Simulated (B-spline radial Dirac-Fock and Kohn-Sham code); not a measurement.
**Pd⁺: eigenvalues, ΔSCF and the reference**

System: the Pd⁺ ion in the configuration [Kr] 4d8 5s1 (not the ground configuration).

The density-functional columns are spherical, spin-unpolarised Dirac-Kohn-Sham results without Breit or QED terms: −ε is minus the orbital energy of the initial state and ΔSCF the difference of two total energies. The reference in the last column comes from Dirac-Fock (average of configuration) total-energy differences with a finite nucleus, the Breit interaction including its frequency dependence, and self-energy and vacuum-polarisation corrections. All numbers are from a radial atomic solver, in eV; a selection of levels is shown. For the 1s level of heavy atoms much of the gap between ΔSCF and the reference is the Breit and QED part, -73.1 eV here; for other levels the error of the functional can be larger.

```
     level   PBE −ε  PBE ΔSCF  Dirac-Fock
    K (1s)  24167.4   24471.1     24374.1
   L1 (2s)   3541.4    3593.1      3635.2
L2 (2p1/2)   3286.0    3350.7      3356.0
L3 (2p3/2)   3126.6    3187.9      3198.9
   M1 (3s)    651.6     669.0       697.4
M2 (3p1/2)    550.8     568.7       586.9
M3 (3p3/2)    523.0     540.4       558.8
N2 (4p1/2)    69.64     77.34       80.89
N3 (4p3/2)    65.13     72.71       76.41
 N4,5 (4d)    17.97     24.44       22.65
   O1 (5s)    12.45     16.29       14.78
```

Values without a named source are computed, but for edge energies of neutral atoms, which are taken from tables.
